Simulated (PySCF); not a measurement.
H6O2Si2Te, SMILES [SiH3]O[Te]O[SiH3]. Atoms are numbered in the order given.

```xyz
11

Te     0.5494    -0.0681     0.8819
O      0.4752    -1.4704    -0.5277
Si    -0.8521    -2.0048    -1.4072
H     -2.1176    -1.7247    -0.6656
H     -0.6923    -3.4717    -1.6072
H     -0.9019    -1.3290    -2.7334
O      0.3741     1.5508    -0.2772
Si    -1.0854     2.1713    -0.8347
H     -1.7775     1.1836    -1.7133
H     -0.7596     3.3960    -1.6130
H     -1.9905     2.5135     0.3018
```

Coordinates come from a B3LYP-D3(BJ)/def2-SVP optimisation. This is a generated structure with no PubChem entry under its InChIKey; it may be hypothetical. The def2 effective core potentials stand for the cores of Te; spin–orbit coupling is left out. Other conformers were not sampled.

Computed with PySCF with HF/def2-TZVP.

ESP charges are fitted to the potential on shells at 1.4 to 2.0 van der Waals radii. Atomic charges (e):

| atom | Mulliken | ESP fit | Löwdin |
|---|---|---|---|
| Te1 | ? | 0.40 | 0.73 |
| O2 | ? | -0.44 | -0.36 |
| Si3 | ? | 0.65 | 0.19 |
| H4 | ? | -0.17 | -0.06 |
| H5 | ? | -0.12 | -0.06 |
| H6 | ? | -0.12 | -0.06 |
| O7 | ? | -0.42 | -0.36 |
| Si8 | ? | 0.59 | 0.19 |
| H9 | ? | -0.13 | -0.06 |
| H10 | ? | -0.10 | -0.06 |
| H11 | ? | -0.13 | -0.07 |

Task: Some entries are withheld; supply them. (An estimate is asked for; the answer gives what the named calculation found.)

Result: 
- Te1, Mulliken: 0.72
- O2, Mulliken: -0.70
- Si3, Mulliken: 0.52
- H4, Mulliken: -0.06
- H5, Mulliken: -0.06
- H6, Mulliken: -0.06
- O7, Mulliken: -0.70
- Si8, Mulliken: 0.52
- H9, Mulliken: -0.06
- H10, Mulliken: -0.05
- H11, Mulliken: -0.06

Computed Mayer and Wiberg (Löwdin basis) orders of the bonds:
```json
[
 {"bond": "Te1–O2", "Mayer": "0.84", "Wiberg": "1.24"},
 {"bond": "O2–Si3", "Mayer": "0.98", "Wiberg": "1.60"},
 {"bond": "Si3–H4", "Mayer": "0.97", "Wiberg": "0.97"},
 {"bond": "Si3–H5", "Mayer": "0.97", "Wiberg": "0.97"},
 {"bond": "Si3–H6", "Mayer": "0.97", "Wiberg": "0.97"},
 {"bond": "Te1–O7", "Mayer": "0.83", "Wiberg": "1.22"},
 {"bond": "O7–Si8", "Mayer": "0.98", "Wiberg": "1.60"},
 {"bond": "Si8–H9", "Mayer": "0.97", "Wiberg": "0.96"},
 {"bond": "Si8–H10", "Mayer": "0.97", "Wiberg": "0.97"},
 {"bond": "Si8–H11", "Mayer": "0.97", "Wiberg": "0.97"}
]
```
